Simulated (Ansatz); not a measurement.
Mulliken charges of CH₃ClFInO (`C[O][In]([F])[Cl]`) from PBE/def2-TZVPP in Ansatz (PBE0-D4/def2-TZVP geometry).

| atom | x (Å) | y (Å) | z (Å) | charge (e) |
| --- | --- | --- | --- | --- |
| C1 | -0.532 | -0.379 | 1.217 | -0.132 |
| O2 | 0.134 | 0.686 | 0.569 | -0.403 |
| In3 | 0.636 | 0.575 | -1.317 | 0.956 |
| F4 | 0.321 | -1.144 | -2.159 | -0.422 |
| Cl5 | 1.584 | 2.244 | -2.554 | -0.301 |
| H6 | -0.297 | -0.319 | 2.284 | 0.100 |
| H7 | -1.619 | -0.295 | 1.101 | 0.096 |
| H8 | -0.227 | -1.368 | 0.858 | 0.105 |

Q: By hand: the dipole of these point charges (1 e Å = 4.8032 D).

A: Σ q r = (-0.197, -0.073, 0.455) e Å, of length 0.501 e Å = 2.41 D.

Q: How does the dipole of the full density compare? (Best estimate.)

A: Ansatz gave: (-0.118, 0.012, 0.314) e Å, 1.61 D; the point charges give 1.50 times that, at 11° from its direction.

Point charges leave out the atoms' own dipoles, such as those of lone pairs, and Mulliken's split depends on the basis, so the two needn't agree.
